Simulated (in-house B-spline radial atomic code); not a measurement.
A fraction x of an electron is removed from 3s in Si3+, starting from [Ne] 3s1 and keeping the highest spin. All numbers are computed (scalar-relativistic (X2C) PBEsol, spin-polarised, spherical fractional occupations; Fermi nucleus of rms radius 3.1224 fm) with an all-electron radial atomic-structure program (B-spline basis), not measured.

```
   x  E(x) - E(0) (eV)  3s up level (eV)
   0            0.0000           -40.346
0.09            3.6737           -41.291
0.22            9.1294           -42.640
0.29           12.1394           -43.358
0.44           18.7570           -44.871
 0.5           21.4671           -45.465
0.53           22.8355           -45.760
0.66           28.8666           -47.021
0.81           36.0279           -48.466
0.91           40.9240           -49.464
   1           45.4103                 -
```

The exact functional would give a straight line between the two integer points. Deviations E(x) - E(0) - x[E(1) - E(0)], in eV: -0.413 at x = 0.09, -0.861 at x = 0.22, -1.03 at x = 0.29, -1.224 at x = 0.44, -1.238 at x = 0.5, -1.232 at x = 0.53, -1.104 at x = 0.66, -0.754 at x = 0.81, -0.399 at x = 0.91.

The curve lies below the straight line by up to 1.238 eV (at x = 0.5): convex, the delocalisation error that favours fractional charges.

How well does Slater's transition state (minus the level at half occupation) give the ionisation energy?

It gives 45.465 eV against 45.410 eV from the two total energies; NIST lists 45.14 eV, ground level to ground level.
